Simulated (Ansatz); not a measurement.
The cluster AlB₃. The state is a triplet with charge 0. Geometry PBE0-D4/def2-TZVP, that of the charge +1 doublet; atoms count from 1.

Cartesian coordinates in Å:
```
B -1.038 0.725 -0.679
B 0.042 -0.127 0.066
B 0.328 1.336 -0.412
Al 0.667 -1.934 1.026
```

At PBE0-D4/def2-TZVP a singlet of charge 0 lies 0.73 eV below the triplet at the same geometry. The structure comes from a short search, and lower isomers may exist.

Q: Estimate the Mulliken populations from the PBE0/def2-TZVP orbitals of Ansatz.

A: 
```csv
atom,charge (e),spin (α − β)
B1,-0.13,0.80
B2,-0.08,-0.06
B3,-0.13,0.80
Al4,0.34,0.45
```
Mulliken values and Mayer orders depend strongly on the basis.

Q: Where does the spin sit?

A: Summed by element: B 1.55, Al 0.45, of 2 unpaired in all. Largest on single atoms: B1 0.80, B3 0.80, Al4 0.45.

Q: And the Mayer bond orders between bonded heavy atoms (over 0.3)?

A: B1–B2 1.38 (1.57 Å); B1–B3 1.59 (1.52 Å); B2–B3 1.38 (1.57 Å); B2–Al4 0.63 (2.14 Å).
